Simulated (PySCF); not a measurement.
# Basis-set dependence of population analyses: i-PeOMe

Compound: i-PeOMe, C6H14O.
Cartesian coordinates in Å at the PBE0-D3(BJ)/def2-SVP level; atoms count from 1:
```xyz
21
C6H14O angstrom
C      2.788   -0.519    0.062
O      1.479   -0.441   -0.398
C      0.832   -1.679   -0.460
C     -0.585   -1.479   -0.953
C     -1.426   -0.506   -0.123
C     -1.577   -0.955    1.326
C     -2.787   -0.295   -0.775
H      3.434   -1.115   -0.614
H      2.848   -0.974    1.072
H      3.192    0.502    0.117
H      0.837   -2.163    0.540
H      1.374   -2.368   -1.141
H     -1.081   -2.466   -0.987
H     -0.542   -1.115   -1.993
H     -0.887    0.457   -0.124
H     -2.070   -1.940    1.387
H     -0.606   -1.031    1.837
H     -2.191   -0.241    1.897
H     -3.366   -1.234   -0.796
H     -2.686    0.057   -1.814
H     -3.384    0.450   -0.226
```

PBE0 throughout (PySCF), one geometry, spherical d and f functions. Isolated species at its PBE0-D3(BJ)/def2-SVP geometry (one conformer only). Atoms taken as equivalent share a column and are averaged. The first 7 of 11 kinds of atom are listed.

Mulliken charges (e):

```json
{"basis": "STO-3G", "functions": "49", "C1": "-0.126", "O2": "-0.219", "C3": "-0.037", "C4": "-0.142", "C5": "-0.052", "C6/C7": "-0.230", "H8/H9/H10": "+0.076"}
{"basis": "pcSseg-0", "functions": "91", "C1": "-0.294", "O2": "-0.682", "C3": "-0.076", "C4": "-0.426", "C5": "-0.515", "C6/C7": "-0.569", "H8/H9/H10": "+0.213"}
{"basis": "6-31G", "functions": "91", "C1": "-0.221", "O2": "-0.524", "C3": "-0.059", "C4": "-0.308", "C5": "-0.154", "C6/C7": "-0.483", "H8/H9/H10": "+0.160"}
{"basis": "6-31G*", "functions": "126", "C1": "-0.254", "O2": "-0.466", "C3": "-0.060", "C4": "-0.338", "C5": "-0.127", "C6/C7": "-0.523", "H8/H9/H10": "+0.160"}
{"basis": "cc-pVDZ", "functions": "168", "C1": "+0.073", "O2": "-0.319", "C3": "+0.114", "C4": "-0.040", "C5": "-0.204", "C6/C7": "-0.036", "H8/H9/H10": "+0.032"}
{"basis": "def2-SVP", "functions": "168", "C1": "+0.122", "O2": "-0.406", "C3": "+0.170", "C4": "-0.041", "C5": "-0.211", "C6/C7": "-0.036", "H8/H9/H10": "+0.030"}
{"basis": "pcSseg-1", "functions": "189", "C1": "-0.032", "O2": "-0.506", "C3": "+0.055", "C4": "-0.200", "C5": "-0.372", "C6/C7": "-0.231", "H8/H9/H10": "+0.097"}
{"basis": "6-311+G(2d,p)", "functions": "273", "C1": "-0.202", "O2": "-0.263", "C3": "-0.233", "C4": "-0.364", "C5": "+0.441", "C6/C7": "-0.661", "H8/H9/H10": "+0.136"}
{"basis": "aug-cc-pVDZ", "functions": "287", "C1": "+0.775", "O2": "-0.562", "C3": "+0.836", "C4": "+0.954", "C5": "-0.860", "C6/C7": "+0.845", "H8/H9/H10": "-0.185"}
{"basis": "def2-TZVP", "functions": "301", "C1": "-0.221", "O2": "-0.269", "C3": "-0.095", "C4": "-0.152", "C5": "-0.024", "C6/C7": "-0.383", "H8/H9/H10": "+0.114"}
```

IAO charges (e):

```csv
basis,functions,C1,O2,C3,C4,C5,C6/C7,H8/H9/H10
STO-3G,49,-0.261,-0.222,-0.122,-0.255,-0.122,-0.388,+0.122
pcSseg-0,91,-0.215,-0.366,-0.062,-0.263,-0.115,-0.416,+0.132
6-31G,91,-0.235,-0.365,-0.071,-0.260,-0.092,-0.428,+0.137
6-31G*,126,-0.193,-0.380,-0.036,-0.251,-0.088,-0.408,+0.126
cc-pVDZ,168,-0.192,-0.378,-0.036,-0.251,-0.086,-0.408,+0.125
def2-SVP,168,-0.183,-0.379,-0.031,-0.245,-0.087,-0.397,+0.123
pcSseg-1,189,-0.191,-0.386,-0.036,-0.251,-0.091,-0.407,+0.127
"6-311+G(2d,p)",273,-0.201,-0.394,-0.041,-0.258,-0.091,-0.420,+0.131
aug-cc-pVDZ,287,-0.200,-0.392,-0.040,-0.257,-0.089,-0.419,+0.130
def2-TZVP,301,-0.199,-0.393,-0.039,-0.258,-0.092,-0.420,+0.130
```

Hirshfeld charges (e):

```csv
basis,functions,C1,O2,C3,C4,C5,C6/C7,H8/H9/H10
STO-3G,49,+0.033,-0.151,+0.058,-0.015,+0.019,-0.045,+0.011
pcSseg-0,91,-0.029,-0.136,+0.015,-0.056,+0.001,-0.105,+0.035
6-31G,91,-0.023,-0.160,+0.017,-0.055,-0.005,-0.103,+0.036
6-31G*,126,-0.025,-0.146,+0.013,-0.058,-0.010,-0.103,+0.034
cc-pVDZ,168,-0.038,-0.117,+0.005,-0.067,-0.015,-0.111,+0.034
def2-SVP,168,-0.038,-0.124,+0.005,-0.069,-0.015,-0.114,+0.036
pcSseg-1,189,-0.039,-0.131,+0.004,-0.071,-0.021,-0.116,+0.038
"6-311+G(2d,p)",273,-0.040,-0.139,-0.001,-0.077,-0.033,-0.117,+0.039
aug-cc-pVDZ,287,-0.047,-0.134,-0.004,-0.080,-0.032,-0.123,+0.040
def2-TZVP,301,-0.044,-0.132,-0.002,-0.076,-0.028,-0.120,+0.039
```

ESP-fitted charges (e):

```csv
basis,functions,C1,O2,C3,C4,C5,C6/C7,H8/H9/H10
STO-3G,49,-0.374,-0.116,+0.042,-0.528,+0.526,-0.573,+0.127
pcSseg-0,91,-0.279,-0.338,+0.219,-0.566,+0.673,-0.708,+0.132
6-31G,91,-0.181,-0.358,+0.246,-0.520,+0.572,-0.557,+0.105
6-31G*,126,-0.253,-0.252,+0.151,-0.462,+0.595,-0.602,+0.111
cc-pVDZ,168,-0.210,-0.247,+0.161,-0.411,+0.566,-0.534,+0.098
def2-SVP,168,-0.192,-0.271,+0.182,-0.444,+0.577,-0.527,+0.096
pcSseg-1,189,-0.213,-0.293,+0.195,-0.453,+0.643,-0.591,+0.105
"6-311+G(2d,p)",273,-0.352,-0.211,+0.110,-0.529,+0.736,-0.673,+0.134
aug-cc-pVDZ,287,-0.332,-0.209,+0.129,-0.522,+0.707,-0.650,+0.127
def2-TZVP,301,-0.324,-0.211,+0.126,-0.516,+0.730,-0.664,+0.125
```

Some averages cover members that differ in this geometry, most widely: H8/H9/H10, Mulliken in aug-cc-pVDZ -0.327 to -0.093; C6/C7, Mulliken in def2-TZVP -0.409 to -0.357; C6/C7, Mulliken in 6-311+G(2d,p) -0.686 to -0.636; C6/C7, ESP-fitted in 6-31G -0.581 to -0.533 e.

Q: Which scheme is steadiest as the basis changes?

A: Largest range over the bases for any column: Hirshfeld 0.08 e, IAO 0.17 e, ESP-fitted 0.24 e, Mulliken 1.51 e. Hirshfeld charges move least and Mulliken charges most, counted in e. Without the minimal STO-3G basis the ranges are Hirshfeld 0.04, IAO 0.05, ESP-fitted 0.18, Mulliken 1.51 e.

Q: How much do the charges still move between the two largest bases, aug-cc-pVDZ and def2-TZVP?

A: At most, over all atoms: Mulliken 1.252 e, IAO 0.002 e, Hirshfeld 0.004 e, ESP-fitted 0.024 e.

Q: What do the same runs give for the total energy, the frontier levels and the dipole moment?

A: 
```tsv
basis	energy (Eh)	HOMO (eV)	LUMO (eV)	μ (D)
STO-3G	-308.0942	-3.97	8.88	0.93
pcSseg-0	-311.1890	-7.16	2.00	1.50
6-31G	-311.8145	-7.06	2.48	1.33
6-31G*	-311.8998	-7.10	2.53	1.01
cc-pVDZ	-311.9203	-7.16	1.80	0.95
def2-SVP	-311.6821	-7.25	1.70	1.06
pcSseg-1	-311.8681	-7.32	1.42	1.11
6-311+G(2d,p)	-311.9965	-7.38	0.35	0.99
aug-cc-pVDZ	-311.9412	-7.36	-0.05	0.94
def2-TZVP	-312.0202	-7.36	1.12	0.95
```

The dipole is fixed by the density alone, so its range of 0.57 D shows that the density itself changes with the basis, not only its division among atoms.
